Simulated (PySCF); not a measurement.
# Electron correlation in Be (beryllium, neutral)

[He] 2s2, closed-shell 1S. All numbers are calculated (PySCF 2.14, no relativity, point nucleus, in def2-TZVPPD (5s4p1d, 22 functions)). Frozen: nothing; 4 electrons correlated.

```
  level  correlation energy (mhartree)
   CCSD                         -76.43
    (T)                          -0.28
CCSD(T)                         -76.71
  CCSDT                         -76.73
```

Diagnostics: T1 = 0.015, D1 = 0.0303, largest double amplitude 0.083.

Is a single reference adequate?

Mostly. T1 lies below 0.03, but a double amplitude of this size points to a near-degeneracy that CCSD handles and MP2 describes poorly.

This basis was not built for core-valence correlation, so the inner-shell part is incomplete.
